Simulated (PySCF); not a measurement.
## Phosphorus: a sound run and one with changed settings

Sound run: P⁺ [Ne] 3s2 3p2, P²⁺ [Ne] 3s2 3p1. Computed with PySCF 2.14 in def2-TZVP (5s5p2d1f, 37 functions), with the non-relativistic Hamiltonian (point nucleus). In the sound run the correlated levels freeze [Ne]. The sound run starts from symmetry-adapted Hartree-Fock orbitals and uses a fine grid where one is needed.

A second run was set up differently.

| species | method | sound run (hartree) | changed run (hartree) | converged |
| --- | --- | --- | --- | --- |
| P⁺ | UHF | -340.34566 | -340.34566 | yes |
| P⁺ | MN15 | -340.76315 | -340.76315 | yes |
| P⁺ | r2SCAN | -340.84718 | -340.84718 | yes |
| P⁺ | MP2 | -340.40630 | -340.40068 | yes |
| P⁺ | CCSD(T) | -340.42924 | -340.42924 | yes |
| P²⁺ | UHF | -339.64140 | -339.64140 | yes |
| P²⁺ | MN15 | -340.03563 | -340.03563 | yes |
| P²⁺ | r2SCAN | -340.11403 | -340.11403 | yes |
| P²⁺ | MP2 | -339.68615 | -339.68199 | yes |
| P²⁺ | CCSD(T) | -339.70639 | -339.70639 | yes |

Ionisation energy of P⁺:

| method | sound run (eV) | changed run (eV) |
| --- | --- | --- |
| UHF | 19.164 | 19.164 |
| MN15 | 19.797 | 19.797 |
| r2SCAN | 19.950 | 19.950 |
| MP2 | 19.596 | 19.557 |
| SCS-MP2 | 19.508 | 19.476 |
| CCSD | 19.636 | 19.636 |
| CCSD(T) | 19.670 | 19.670 |

(1) What was changed?
A. level shift left on
B. angular grid far too coarse
C. radial grid too coarse
D. a valence shell is frozen

## Answers

(1) A. It used initial guess atom, at most 50 SCF cycles, level shift 0.1 hartree. A level shift leaves the converged SCF energy unchanged but raises the virtual orbital energies, which shrinks MP2 if it is not removed.
